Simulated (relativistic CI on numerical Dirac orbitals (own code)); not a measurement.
## V2+ in a cubic cluster: 3p photoemission with charge transfer

Computed with a charge-transfer multiplet model of a cubic metal-ligand cluster with up to one ligand hole, Slater and spin-orbit integrals from Dirac-Coulomb-Breit ions, Slater integrals scaled by 0.7. The ground state mixes d3 with configurations of k ligand holes L, whose averages lie at kΔ + k(k − 1)U_dd/2; a core hole lowers each added d electron by U_cd. 300 K, Lorentzian 0.9 eV and Gaussian 0.8 eV FWHM.

Atomic integrals in eV (Slater integrals scaled, ζ unscaled), ground: F2dd 6.242, F4dd 3.880, zeta_d 0.019; with the core hole: F2dd 7.116, F4dd 4.461, zeta_d 0.024, zeta_core 0.548, F2cd 7.718, G1cd 9.604, G3cd 5.842.

Cluster parameters (eV): Δ = 3.7, U_dd = 6.2, U_cd = 7.9, 10Dq = 0.65, 10Dq(ligand) = 0.2, final-state hopping factor = 1.

```csv
Case,n_d,d3,d4L,S
"V(eg) = 0.8 eV, V(t2g) = -0.34 eV",3.13,0.87,0.13,1.50
"V(eg) = 1.4 eV, V(t2g) = -0.59 eV",3.24,0.76,0.24,1.50
"V(eg) = 2 eV, V(t2g) = -0.84 eV",3.30,0.70,0.30,1.50
```

Weights, n_d and S are thermal averages at 300 K. Binding energies count from the first peak over 30 % of the highest in each spectrum, which can be another peak from case to case. The parameters are a model scan and need not match a compound or its usual spin state. Peaks in eV (height, largest 100):
- V(eg) = 0.8 eV, V(t2g) = -0.34 eV: -2.1 (30), 0.0 (47), 1.3 (45), 5.1 (100), 9.2 (45), 14.1 (21), 18.9 (23), 21.3 (9)
- V(eg) = 1.4 eV, V(t2g) = -0.59 eV: 0.0 (86), 2.1 (100), 8.4 (66), 11.5 (43), 16.0 (27), 22.2 (15), 24.6 (7)
- V(eg) = 2 eV, V(t2g) = -0.84 eV: 0.0 (100), 2.1 (76), 11.5 (39), 15.8 (18), 23.7 (6)

Curve for V(eg) = 1.4 eV, V(t2g) = -0.59 eV (points under 2 left out, the grid thinned):

| E (eV) | Intensity |
| --- | --- |
| -3.1 | 4.0 |
| -2.4 | 6.0 |
| -1.8 | 9.8 |
| -1.1 | 23.0 |
| -0.5 | 58.6 |
| 0.2 | 83.7 |
| 0.8 | 56.4 |
| 1.5 | 75.2 |
| 2.1 | 100.0 |
| 2.8 | 75.9 |
| 3.4 | 63.0 |
| 4.1 | 53.7 |
| 4.8 | 39.6 |
| 5.4 | 29.6 |
| 6.1 | 25.0 |
| 6.7 | 27.8 |
| 7.4 | 41.7 |
| 8.0 | 60.9 |
| 8.7 | 63.1 |
| 9.3 | 57.8 |
| 10.0 | 53.0 |
| 10.6 | 41.5 |
| 11.3 | 42.0 |
| 12.0 | 37.9 |
| 12.6 | 28.1 |
| 13.3 | 17.3 |
| 13.9 | 12.0 |
| 14.6 | 11.4 |
| 15.2 | 17.5 |
| 15.9 | 26.5 |
| 16.5 | 22.4 |
| 17.2 | 11.8 |
| 17.8 | 8.1 |
| 18.5 | 6.5 |
| 19.2 | 5.1 |
| 19.8 | 4.5 |
| 20.5 | 4.4 |
| 21.1 | 5.6 |
| 21.8 | 12.4 |
| 22.4 | 14.3 |
| 23.1 | 6.4 |
| 23.7 | 4.5 |
| 24.4 | 6.9 |
| 25.0 | 5.5 |
| 25.7 | 2.2 |

For the case V(eg) = 1.4 eV, V(t2g) = -0.59 eV, Δ = 3.7 eV is smaller than U_dd = 6.2 eV, the charge-transfer side of the Zaanen-Sawatzky-Allen scheme. With the core hole the average of the configuration with one ligand hole lies at Δ − U_cd = -4.2 eV before mixing: it lies below the unscreened one, so the lowest final states are mostly screened and the unscreened weight appears at higher binding energy as a satellite.

With at most 1 ligand hole the space is cut while the next configuration still counts, so covalency is underestimated, and a final configuration with one more ligand hole, which can lie low, is missing from the spectra.
